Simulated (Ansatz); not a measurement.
`SC1[SiH2]S1` + H₂ → `C1[SiH2]S1` + H₂S at 500 K and 1 bar (hydrogenolysis of a C–S bond).

Computed with Ansatz on PBE0-D4/def2-TZVP structures; ΔE is electronic, products minus reactants. CCSD(T)/CBS adds triple-zeta CCSD(T) − MP2 to the extrapolated MP2 energy (def2 sets, frozen cores). This one scheme is used for every species. Each species was taken in one conformer, which may not be the lowest.

```tsv
species	CCSD(T)/CBS energy (Eh)	H − E (kJ/mol)	S (J/(mol·K))
`SC1[SiH2]S1`	-1125.07610	155.9	371.5
H₂	-1.17544	41.0	145.5
`C1[SiH2]S1`	-727.30403	147.4	318.9
H₂S	-398.97279	57.0	224.0
```

H − E and S are ideal-gas, rigid-rotor, harmonic terms from PBE0-D4/def2-TZVP, for one conformer and one mirror image of each species. The MP2-based limit puts H₂ 0.8 mEh under its directly extrapolated value; such offsets cancel only in part. 1 Eh = 2625.50 kJ/mol, R = 8.31446 J/(mol·K).

By hand: ΔE, ΔH, ΔS and ΔG.

ΔE = (-727.30403) + (-398.97279) − (-1125.07610) − (-1.17544) = -0.02528 Eh = -66.4 kJ/mol. Δ(H − E) = 147.4 + 57.0 − 155.9 − 41.0 = 7.5, so ΔH = -58.9 kJ/mol. ΔS = 318.9 + 224.0 − 371.5 − 145.5 = 25.9 J/(mol·K). ΔG = -58.9 − 500 × (25.9)/1000 = -71.8 kJ/mol.

By hand: the equilibrium constant, and the temperature at which ΔG would vanish if ΔH and ΔS stayed fixed.

log₁₀ K = −ΔG/(RT ln 10) = 7.5. ΔH and −TΔS have one sign here, so there is no such temperature.

ΔH outweighs TΔS. A doubt of 5 kJ/mol in ΔE shifts log₁₀ K by 0.5 here. Other conformers and mirror images would add mixing entropy, several J/(mol·K) or more a flexible species. These are equilibria of isolated gas molecules and say nothing of rates. Largest T1 diagnostic: 0.013 (customary marks: 0.02 for closed shells, 0.045 for open ones).
